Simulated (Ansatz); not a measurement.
`NC1=C([SiH2]F)N1` + H₂O → `O[SiH2]F` + `NC1=CN1`  (formal hydrolysis of the Si–C bond)

Isolated molecules relaxed with PBE0-D4/def2-TZVP in Ansatz; ΔE leaves out vibrations. CCSD(T)/CBS is the MP2 limit (def2-TZVPP, def2-QZVPP) plus CCSD(T) − MP2 in def2-TZVPP, frozen cores. This one scheme is used for every species. DFT in def2-TZVPP. HSE06 is defined as in plane-wave codes. Each species was taken in one conformer, which may not be the lowest.

`NC1=C([SiH2]F)N1`:

Z-matrix (Å, degrees):
```
Si
F 1 1.605
C 1 1.792 2 111.7
H 1 1.484 2 107.2 3 118.7
H 1 1.481 2 105.6 3 -121.4
C 3 1.301 1 158.8 2 141.6
N 3 1.594 1 137.9 2 -90.6
N 6 1.327 3 154.2 1 -39.0
H 7 1.024 3 108.0 1 99.7
H 8 1.005 6 118.1 3 169.0
H 8 1.005 6 119.6 3 13.2
```

H₂O:

```xyz
3

O    -0.364    0.122    0.066
H    -0.084   -0.598   -0.504
H     0.448    0.476    0.437
```

`O[SiH2]F`:

Z-matrix (Å, degrees):
```
Si
F 1 1.596
O 1 1.630 2 111.0
H 1 1.482 2 106.0 3 121.4
H 1 1.474 2 108.2 3 -116.3
H 3 0.958 1 119.1 2 71.8
```

`NC1=CN1`:

Cartesian coordinates in Å:
```
N 0.010 -0.562 -1.245
C -0.006 0.075 -0.074
C 0.076 1.099 0.714
N -0.138 -0.352 1.274
H -0.011 -1.567 -1.221
H 0.472 -0.133 -2.029
H 0.724 1.879 1.066
H -1.127 -0.438 1.515
```

```
             level  ΔE (kcal/mol)  difference from CCSD(T)/CBS
       LDA (SPW92)          -11.7                          1.0
            PBE-D4          -10.2                          2.5
           BLYP-D4          -11.7                          1.0
           PBE0-D4          -10.8                          1.9
        r2SCANh-D4          -12.3                          0.4
          BHLYP-D4          -13.3                         -0.6
      CAM-B3LYP-D4          -13.9                         -1.2
            B2PLYP          -13.7                         -1.0
            revPBE          -10.8                          1.9
              PBE0          -11.7                          1.0
           r2SCAN0          -12.9                         -0.2
             HSE06          -11.6                          1.1
SCS-MP2/def2-TZVPP          -13.7                         -1.0
   CCSD/def2-TZVPP          -13.7                         -1.0
CCSD(T)/def2-TZVPP          -13.2                         -0.5
     HF/def2-QZVPP          -15.9                         -3.2
       CCSD(T)/CBS          -12.7                            0
```

Largest T1 diagnostic among the species: 0.015.

In def2-TZVPP, CCSD(T) changes the Hartree–Fock value by +2.5 kcal/mol (the triples alone add +0.5 kcal/mol) and MP2 by +2.9 kcal/mol. The D4 term adds +1.4 kcal/mol with B3LYP and +0.9 kcal/mol with PBE0; it sums over pairs of atoms, weighted by their polarisabilities, and B3LYP, whose exchange is more repulsive, gets the larger term.

CCSD(T)/CBS has its own doubt, a few kJ/mol and more with outer-core shells, so smaller differences from it don't rank the levels.

B3LYP here is the variant with VWN-RPA as its local correlation; programs differ in this.
